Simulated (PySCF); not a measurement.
# Correlation energy of Ga (gallium, neutral)

[Ar] 3d10 4s1 4p1 5s1, high-spin 4P determinant (an excited configuration). Computed with PySCF 2.14 in aug-cc-pVTZ-PP with one added diffuse shell each of s, d, f type with ECP10MDF (7s5p5d3f, 68 functions), with scalar relativity through the core potential. Frozen: 3s2 3p6 3d10; 3 electrons correlated.

MP2 pair energies summed by pair of shells (mhartree):

| pair | energy | share (%) |
| --- | --- | --- |
| 4s-4p | -2.42 | 41.4 |
| 4p-5s | -2.12 | 36.2 |
| 4s-5s | -1.30 | 22.3 |

Total MP2 correlation energy: -5.84 mhartree.

Same-spin part -5.84 and opposite-spin part 0.00 mhartree; SCS-MP2 scales them by 1/3 and 6/5 to -1.95 mhartree.
